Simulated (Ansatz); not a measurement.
# The HOMO–LUMO gap down a group: C to Sn

Gas-phase molecules, one atom swapped for its congeners: C5H12 (neopentane) `CC(C)(C)C`; C4H12Ge `C[C](C)(C)[GeH3]`; C4H12Sn `C[C](C)(C)[SnH3]`. The Si member is missing. All are singlets with charge 0.

Shapes, held fixed at every level: PBE0-D4/def2-TZVP. Programs: Ansatz 0.2.0. Values in eV.

| level | C5H12 | C4H12Ge | C4H12Sn |
| --- | --- | --- | --- |
| PBE-D4/def2-TZVPP | 7.85 | 6.42 | 5.76 |
| r2SCAN-D4/def2-TZVPP | 8.82 | 7.12 | 6.34 |
| B3LYP-D4/def2-TZVPP | 9.46 | 7.89 | 7.19 |
| BHLYP-D4/def2-TZVPP | 11.89 | 10.13 | 9.28 |
| PBE0-D4/def2-TZVPP | 9.98 | 8.35 | 7.59 |
| wB97X-V/def2-TZVPP | 14.22 | 12.49 | 11.55 |

At wB97X-V/def2-TZVPP the HOMO–LUMO gap falls at every step, from 14.22 to 11.55 eV. Every level shows the same order. For atoms past krypton def2 sets carry core potentials with scalar relativity. Relativity is left out for Ge. Orbital gaps aren't excitation energies, and the LUMO depends on the basis.
